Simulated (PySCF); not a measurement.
All values below come from M06-2X/def2-TZVP // B3LYP-D3(BJ)/def2-TZVP in PySCF 2.14.0. All species are isolated molecules in the gas phase. Delta-SCF ions had no search for a lower state. Excitations are Tamm–Dancoff values on a coarser integration grid. The basis has no diffuse functions, so Rydberg states are missing or too high.

Reference species (SMILES): `[SiH3][Ga]([SiH3])[SiH3]` (neutral, multiplicity 1).

```json
{
  "S1 oscillator strength": "0.000",
  "S1–T1 gap (TDA)": "0.52 eV",
  "vertical ionisation energy (Delta-SCF)": "8.96 eV",
  "HOMO–LUMO gap": "6.14 eV"
}
```

After one change: the S1 oscillator strength stays essentially unchanged; the S1–T1 gap (TDA) falls by 0.20 eV; the vertical ionisation energy (Delta-SCF) rises by 2.10 eV; the HOMO–LUMO gap rises by 2.34 eV.

**Question.** Which change was made? The new species is one of these.
A) `[SiH3][Ga]([SiH3])[Br]`
B) `[SiH3][Ga]([Br])[Br]`
C) `[Br][Ga]([Br])[Br]`

**Answer.** C, `[Br][Ga]([Br])[Br]`
